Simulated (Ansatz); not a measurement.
`C[B]([AlH2])[GeH3]` + CH₃OH → `CO[B](C)[AlH2]` + GeH₄  (cleavage of the B–Ge bond)

Isolated molecules relaxed with PBE0-D4/def2-TZVP in Ansatz; ΔE leaves out vibrations. CCSD(T)/CBS is the MP2 limit (def2-TZVPP, def2-QZVPP) plus CCSD(T) − MP2 in def2-TZVPP, frozen cores. This one scheme is used for every species. Functionals use def2-TZVPP. B3LYP here is the variant with VWN-RPA as its local correlation; programs differ in this. For Ge outer-core shells are correlated without core-valence functions, which leaves a few kJ/mol of doubt a bond. Scalar relativity is left out up to krypton. One conformer a species, not always the lowest.

| level | ΔE (kJ/mol) | difference from CCSD(T)/CBS |
| --- | --- | --- |
| PBE-D4 | -138.1 | -0.5 |
| r2SCAN-D4 | -142.9 | -5.3 |
| PBE0-D4 | -137.7 | -0.1 |
| B3LYP-D4 | -147.1 | -9.5 |
| ωB97X-V | -145.2 | -7.6 |
| ωB97M-V | -147.4 | -9.8 |
| B2PLYP | -148.4 | -10.8 |
| PBE | -138.5 | -0.9 |
| r2SCAN | -142.9 | -5.3 |
| PBE0 | -138.1 | -0.5 |
| B3LYP | -147.9 | -10.3 |
| HF/def2-TZVPP | -150.5 | -12.9 |
| MP2/def2-TZVPP | -144.1 | -6.5 |
| SCS-MP2/def2-TZVPP | -145.9 | -8.3 |
| CCSD/def2-TZVPP | -141.5 | -3.9 |
| CCSD(T)/def2-TZVPP | -142.6 | -5.0 |
| HF/def2-QZVPP | -152.1 | -14.5 |
| MP2/def2-QZVPP | -141.8 | -4.2 |
| SCS-MP2/def2-QZVPP | -144.1 | -6.5 |
| HF/CBS(def2) | -152.3 | -14.7 |
| MP2/CBS(def2) | -139.1 | -1.5 |
| CCSD/CBS(def2) | -136.5 | 1.1 |
| CCSD(T)/CBS | -137.6 | 0 |

Largest T1 diagnostic among the species: 0.013.

In def2-TZVPP, CCSD(T) changes the Hartree–Fock value by +7.9 kJ/mol (the triples alone add −1.1 kJ/mol) and MP2 by +6.4 kJ/mol.
